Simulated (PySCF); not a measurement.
Computed shifts of a molecule C₄H₈OSi, PBE/pcSseg-1 run with PySCF, GIAO, gas phase, atoms alike by connectivity averaged where their shifts nearly agree, in ppm (number of nuclei): ¹³C: 199.0 (1), 144.4 (1), 143.4 (1), 63.0 (1). ²⁹Si: -65.4 (1). ¹H: 10.18 (1), 6.50 (1), 6.35 (1), 4.72 (3), 3.61 (1), 3.27 (1). References: ¹³C against TMS (σ = 182.0 ppm); ²⁹Si against TMS (σ = 335.4 ppm); ¹⁷O against H2O (σ = 334.3 ppm); ¹H against TMS (σ = 31.49 ppm), references at their B3LYP-D3(BJ)/def2-TZVP geometries, non-relativistic. The structure is a stationary point at B3LYP-D3(BJ)/def2-SVP. Other conformers were not sampled.

Problem. Which structure fits?
A. C=C([SiH3])CC=O
B. C#CCCO[SiH3]
C. [SiH3]CC1=CCO1
D. C[Si@]1(O)C=CC1

Solution. A, C=C([SiH3])CC=O
